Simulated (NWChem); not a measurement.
System: CH$_{5}$BiO; SMILES C[O][BiH2]

```xyz
8

Bi     0.0174    -0.4375     0.0000
H     -1.2611    -0.2163    -1.2651
H     -1.2611    -0.2163     1.2651
O      0.6210     1.5755     0.0000
C     -0.3433     2.5793     0.0000
H     -1.0028     2.5535     0.8925
H      0.1719     3.5573     0.0000
H     -1.0028     2.5535    -0.8925
```
Atoms are numbered in this order, from 1.

Coordinates come from a PBE0/def2-SVP optimisation. Not confirmed as a minimum by frequencies. B3LYP is NWChem's, with the RPA form of VWN correlation. def2 effective core potentials on Bi; no spin-orbit coupling.

Symmetry labels are those of Cs in the frame above (b1 and b2, or b-type labels, depend on it).

Task: List the 4 lowest vertical singlet excitations from B3LYP/def2-SVPD with def2 effective core potentials on Bi, TDA (NWChem).

Result: 
```tsv
state	energy (eV)	oscillator strength	symmetry	leading excitation (squared amplitude)
S1	4.43	0.000	a"	HOMO → LUMO (0.99)
S2	5.36	0.013	a'	HOMO−2 → LUMO (0.59)
S3	5.50	0.077	a'	HOMO−1 → LUMO (0.39)
S4	5.76	0.008	a"	HOMO → LUMO+1 (0.98)
```
